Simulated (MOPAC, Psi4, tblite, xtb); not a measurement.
Dimer H3N ··· H3ClSi (SMILES N and [SiH3]Cl) at R = 2.99 Å between the centres of mass, closest contact 2.75 Å (lowest of the rigid-body minima from ten starts at GFN2-xTB). Geometry in Å and degrees:

```
Si
H 1 1.4758
H 1 1.4758 2 110.44
H 1 1.4758 2 110.44 3 -122.46
Cl 1 2.0663 2 108.48 3 118.77
N 4 2.7542 1 83.78 2 174.55
H 6 1.0136 4 139.07 1 -27.80
H 6 1.0136 7 107.33 3 124.54
H 6 1.0136 7 107.33 8 115.10
```

Methods: GFN2-xTB (tblite); SAPT0/jun-cc-pVDZ, frozen core (Psi4); PBE/def2-TZVP, counterpoise-corrected (Psi4); PBE-D3(BJ)/def2-TZVP, counterpoise-corrected (Psi4); HF/aug-cc-pVDZ, counterpoise-corrected (Psi4); MP2/aug-cc-pVDZ = DF-MP2/aug-cc-pVDZ, frozen core, counterpoise-corrected in Psi4; SCS-MP2/aug-cc-pVDZ = DF-SCS-MP2/aug-cc-pVDZ, frozen core, counterpoise-corrected (Psi4); PM6, restricted, heats of formation (MOPAC); AM1, restricted, heats of formation (MOPAC); GFN1-xTB (xtb).

**Question.** What interaction energy does each level give?

**Answer.** 
| method | E_int / kcal/mol |
|---|---|
| GFN1-xTB | -8.08 |
| PBE-D3(BJ)/def2-TZVP | -2.64 |
| GFN2-xTB | -2.63 |
| PM6 | -1.84 |
| SAPT0/jun-cc-pVDZ | -1.72 |
| MP2/aug-cc-pVDZ | -1.31 |
| PBE/def2-TZVP | -1.14 |
| SCS-MP2/aug-cc-pVDZ | -0.54 |
| AM1 | -0.20 |
| HF/aug-cc-pVDZ | 1.50 |
